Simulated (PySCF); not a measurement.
# Hartree-Fock beside MP2: GeH4NSi cation

All numbers below are calculated, not measured. They come from PySCF 2.14.0, an open-source quantum chemistry program, on an isolated molecule that a program drew, which may never have been made. The molecule is GeH4NSi cation (charge +1, singlet), drawn as the SMILES string `[SiH2]=[N][GeH2+]`.

The geometry was optimised and harmonic frequencies were computed with HF and MP2, all in the cc-pV(D+d)Z basis, for the commonest isotopes, with a restricted reference for singlets and an unrestricted one otherwise, and a frozen core in MP2. Germanium has the cc-pVDZ-PP basis, with a core potential (ECP10MDF) in place of its 10 inner electrons, and its 3s, 3p and 3d shells are frozen in MP2. Each result is a local minimum of its method.

Geometry at the HF minimum:
```xyz
7
GeH4NSi cation, angstrom
Si    0.8936   -1.1335    0.3879
N    -0.3091   -0.1491    0.0737
Ge   -1.5906    0.9041   -0.2621
H     0.6576   -2.5174    0.7927
H     2.2831   -0.6939    0.2846
H    -2.1767    1.7420    0.8475
H    -2.1329    0.9930   -1.6674
```

Lengths of the bonds as drawn, in Å (atoms numbered as above):
```
bond,HF,MP2
Si1-N2,1.586,1.616
N2-Ge3,1.692,1.724
Si1-H4,1.461,1.467
Si1-H5,1.461,1.467
Ge3-H6,1.509,1.516
Ge3-H7,1.509,1.516
```

Rotational constants, in GHz:
| constant | HF | MP2 |
|---|---|---|
| A | 76.48 | 74.17 |
| B | 1.992 | 1.925 |
| C | 1.99 | 1.922 |

Harmonic frequencies in cm^-1, each column in rising order, so a row needn't be the same motion in every method:
| rank | HF | MP2 |
|---|---|---|
| 1 | 132 | 106 |
| 2 | 161 | 134 |
| 3 | 272 | ? |
| 4 | 544 | 496 |
| 5 | 673 | 622 |
| 6 | 713 | 629 |
| 7 | 747 | 700 |
| 8 | 781 | 702 |
| 9 | 937 | 873 |
| 10 | 1058 | 988 |
| 11 | 1447 | 1355 |
| 12 | 2343 | 2272 |
| 13 | 2359 | 2304 |
| 14 | 2420 | 2359 |
| 15 | 2449 | 2401 |

**Estimate the missing MP2 frequency from the HF column.**

A single factor s that minimises the squared misfit of MP2 against s times HF over the other rows is sum(HF x MP2) / sum(HF^2) = 0.9643, with an rms misfit of 34 cm^-1. For rank 3 it gives 0.9643 x 272 = 262 cm^-1. The calculation gives 335 cm^-1, 73 cm^-1 above the estimate. The drawn bonds are on average 0.9 % longer in MP2 than in HF.
